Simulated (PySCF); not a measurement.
# Spin-rotation constants: `CC(C)([SiH3])C#CCC#N`, C7H11NSi

Molfile (atoms numbered from 1):
```
C7H11NSi
     RDKit          3D

 20 19  0  0  0  0  0  0  0  0999 V2000
   -1.2148   -0.4104   -1.5785 C   0  0  0  0  0  0  0  0  0  0  0  0
   -0.8868   -0.3542   -0.0830 C   0  0  0  0  0  0  0  0  0  0  0  0
   -0.8597   -1.7730    0.4945 C   0  0  0  0  0  0  0  0  0  0  0  0
   -2.1700    0.7338    0.8519 Si  0  0  0  0  0  4  0  0  0  0  0  0
    0.4222    0.2426    0.0857 C   0  0  0  0  0  0  0  0  0  0  0  0
    1.4953    0.7555    0.2395 C   0  0  0  0  0  0  0  0  0  0  0  0
    2.8184    1.3423    0.3993 C   0  0  0  0  0  0  0  0  0  0  0  0
    3.7957    0.5320   -0.2910 C   0  0  0  0  0  0  0  0  0  0  0  0
    4.5552   -0.1200   -0.8421 N   0  0  0  0  0  0  0  0  0  0  0  0
   -2.1976   -0.8522   -1.7330 H   0  0  0  0  0  0  0  0  0  0  0  0
   -0.4785   -1.0150   -2.1078 H   0  0  0  0  0  0  0  0  0  0  0  0
   -1.2114    0.5869   -2.0139 H   0  0  0  0  0  0  0  0  0  0  0  0
   -0.1215   -2.3828   -0.0261 H   0  0  0  0  0  0  0  0  0  0  0  0
   -1.8343   -2.2446    0.3837 H   0  0  0  0  0  0  0  0  0  0  0  0
   -0.6018   -1.7572    1.5516 H   0  0  0  0  0  0  0  0  0  0  0  0
   -3.4915    0.1274    0.6789 H   0  0  0  0  0  0  0  0  0  0  0  0
   -2.1424    2.0793    0.2783 H   0  0  0  0  0  0  0  0  0  0  0  0
   -1.8031    0.7729    2.2675 H   0  0  0  0  0  0  0  0  0  0  0  0
    2.8368    2.3549   -0.0196 H   0  0  0  0  0  0  0  0  0  0  0  0
    3.0848    1.3923    1.4613 H   0  0  0  0  0  0  0  0  0  0  0  0
  1  2  1  0
  2  3  1  0
  2  4  1  0
  2  5  1  0
  5  6  3  0
  6  7  1  0
  7  8  1  0
  8  9  3  0
  1 10  1  0
  1 11  1  0
  1 12  1  0
  3 13  1  0
  3 14  1  0
  3 15  1  0
  4 16  1  0
  4 17  1  0
  4 18  1  0
  7 19  1  0
  7 20  1  0
M  END
```

Theory: PySCF 2.14.0, GIAO B97-2/pcSseg-1 magnetisability, rotational g tensor and spin-rotation constants, non-relativistic, gas phase. Geometry: GFN2-xTB.

**Question.** Give the nuclear spin-rotation constants along the inertial axes (H = +C I·J) beside the isotropic shieldings.

**Answer.** Rotational constants 2.6810, 0.5958, 0.5489 GHz. A star marks the isotopologue with that one atom substituted, in its own axes.
```
atom  isotope  Caa (kHz)  Cbb (kHz)  Ccc (kHz)  mean (kHz)  σ (ppm)
  N9      14N      0.358      0.067      0.120       0.182    -25.1
 H10       1H     -0.006     -0.052     -0.062      -0.040     30.7
 H11       1H     -0.139     -0.017     -0.061      -0.073     30.2
 H12       1H     -0.301     -0.042     -0.006      -0.116     30.2
 H13       1H     -0.139     -0.017     -0.061      -0.073     30.2
 H14       1H     -0.006     -0.051     -0.062      -0.040     30.7
 H15       1H     -0.301     -0.043     -0.005      -0.116     30.2
 H16       1H      0.053     -0.043     -0.054      -0.015     28.0
 H17       1H     -0.250     -0.032     -0.002      -0.095     27.9
 H18       1H     -0.250     -0.032     -0.002      -0.095     27.9
 H19       1H     -0.293     -0.035     -0.007      -0.112     28.6
 H20       1H     -0.294     -0.035     -0.008      -0.112     28.6
  C1     13C*      0.455      0.096      0.078       0.210    157.9
  C2     13C*      0.358      0.085      0.077       0.174    170.2
 Si4    29Si*     -1.499     -0.325     -0.328      -0.718    402.4
  C5     13C*      0.220      0.194      0.209       0.207     90.6
  C6     13C*      0.260      0.161      0.173       0.198    113.1
  C7     13C*      0.333      0.076      0.072       0.161    176.3
  C8     13C*      0.667      0.109      0.243       0.340     69.3
```
For the geometry as given, no vibrational averaging.
